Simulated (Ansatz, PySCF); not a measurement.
System: Se$_{2}$I, net charge 0, doublet state. It need not be the lowest isomer of its formula. 
Geometry from a B3LYP-D3(BJ)/def2-TZVP (Ansatz, a first-principles code) optimisation:
```
Se
Se 1 2.2104
I 1 2.6072 2 110.15
```
Charge 0, spin multiplicity 2.

Dipole moments at this geometry, in debye (magnitudes).

```json
[
 {"level": "HF/def2-TZVPD", "program": "PySCF", "dipole (D)": "___"},
 {"level": "SVWN5/def2-TZVPD", "program": "Ansatz", "dipole (D)": "0.52"},
 {"level": "BLYP/def2-TZVPD", "program": "Ansatz", "dipole (D)": "0.56"},
 {"level": "r2SCAN/def2-TZVPD", "program": "Ansatz", "dipole (D)": "0.55"},
 {"level": "B97M-V/def2-TZVPD", "program": "Ansatz", "dipole (D)": "0.47"},
 {"level": "B3LYP/def2-TZVPD", "program": "Ansatz", "dipole (D)": "0.56"},
 {"level": "PBE0/def2-TZVPD", "program": "Ansatz", "dipole (D)": "0.54"},
 {"level": "BHLYP/def2-TZVPD", "program": "Ansatz", "dipole (D)": "0.53"},
 {"level": "r2SCAN0/def2-TZVPD", "program": "Ansatz", "dipole (D)": "0.56"},
 {"level": "HSE06/def2-TZVPD", "program": "Ansatz", "dipole (D)": "0.54"},
 {"level": "LC-wPBE/def2-TZVPD", "program": "Ansatz", "dipole (D)": "0.44"},
 {"level": "wB97X-V/def2-TZVPD", "program": "Ansatz", "dipole (D)": "0.47"},
 {"level": "CCSD(T)/def2-SVPD", "program": "Ansatz", "dipole (D)": "___"}
]
```

Question: What belongs in the gaps?

Answer: 
- HF/def2-TZVPD, dipole (D): 0.65
- CCSD(T)/def2-SVPD, dipole (D): 0.55
